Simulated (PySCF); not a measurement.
Ligand exchange on a metal centre used in film growth or etching (Sc Cl-F). All species are isolated molecules in the gas phase.

The HOMO from two functionals at the same geometries (PBE-D3(BJ)/def2-SVP), both in PySCF: PBE-D3(BJ)/def2-TZVP and TPSSh-D3(BJ)/def2-TZVP. 

```tsv
species	PBE-D3(BJ)/def2-TZVP (eV)	TPSSh-D3(BJ)/def2-TZVP (eV)
0 of 3 Cl replaced by F	-7.88	-8.53
1 of 3 Cl replaced by F ([Sc(Cl)2(F)])	-7.89	-8.55
2 of 3 Cl replaced by F ([Sc(Cl)(F)2])	-7.82	-8.49
3 of 3 Cl replaced by F ([Sc(F)3])	-9.18	-10.08
```

Over these rows, drawn at random from the members with no instability flagged (it was tested for open shells, ions and some series alone), PBE minus TPSSh-D3(BJ): mean +0.72 eV, from +0.65 eV to +0.90 eV.
